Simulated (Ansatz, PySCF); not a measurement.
C2H8GeO3, singlet, at a GFN2-xTB geometry. Base run: PySCF with CASSCF(4,5)/STO-3G.

Input for PySCF:
```python
from pyscf import gto, scf, mcscf
import numpy

mol = gto.Mole()
mol.atom = '''
    C    -2.52654782    0.37975238    0.59839981
    C    -1.27310981   -0.30271342    1.12173399
    Ge    0.31618064   -0.05270576   -0.06429261
    O     0.89610707    1.59979889   -0.08857744
    O     1.67076816   -1.04711805    0.43780309
    O    -0.00718377   -0.46460754   -1.73798655
    H    -2.37990301    1.45593563    0.54035789
    H    -2.77393738    0.01633934   -0.39667788
    H    -3.36762956    0.18088023    1.26054662
    H    -1.01545383    0.08574554    2.10582322
    H    -1.43962311   -1.37399176    1.22657603
    H     0.62236861    2.09864714   -0.85523479
    H     2.33774090   -0.58208562    0.93805603
    H     0.21907119   -1.36170665   -1.97279924
'''
mol.basis = 'sto-3g'
mol.verbose = 4
mol.build()

mf = scf.RHF(mol)
mf.kernel()
mc = mcscf.CASSCF(mf, 5, 4)
mc.fix_spin_(ss=0.0)
mc.kernel()
occ = numpy.linalg.eigvalsh(mc.fcisolver.make_rdm1(mc.ci, mc.ncas, mc.nelecas))[::-1]
ss = mc.fcisolver.spin_square(mc.ci, mc.ncas, mc.nelecas)[0]
print('natural occupations', occ.round(4), ' <S^2>', round(ss, 4))
```

Programs used: Ansatz (a program for electronic structure), PySCF; a row that names a program was run with it.

Each row names what was changed in the base input (with any setting that the change needs).

```csv
change,ΔE vs base (mEh),natural occupations,<S^2> of the state
base,0.000,1.98 1.97 0.03 0.02 0.00,0.00
start = MP2 natural orbitals,0.000,1.98 1.97 0.03 0.02 0.00,0.00
code = ansatz,-13.869,-,-
"code = ansatz; correction = SC-NEVPT2, all electrons",-219.5,-,-
state_average = 2 states,12.319,-,-
orbitals = fixed (CASCI),24.214,2.00 1.99 0.00 0.00 0.00,0.00
correction = SC-NEVPT2,-217.4,1.98 1.97 0.03 0.02 0.00,0.00
"active space = 8 electrons, 9 orbitals",-42.932,1.98 1.98 1.97 1.97 0.03 0.02 0.02 0.02 0.00,0.00
conv_tol = 1e-5,0.001,1.98 1.97 0.03 0.02 0.00,0.00
"active space = 6 electrons, 7 orbitals",-14.906,1.98 1.98 1.98 0.03 0.02 0.02 0.00,0.00
fix_spin_ = off,0.000,1.98 1.97 0.03 0.02 0.00,0.00
```

Active orbitals are taken around the Fermi level unless the row says otherwise; CASSCF can end in different local minima, and two programs can end on different orbitals. State-averaged rows give the lowest state.
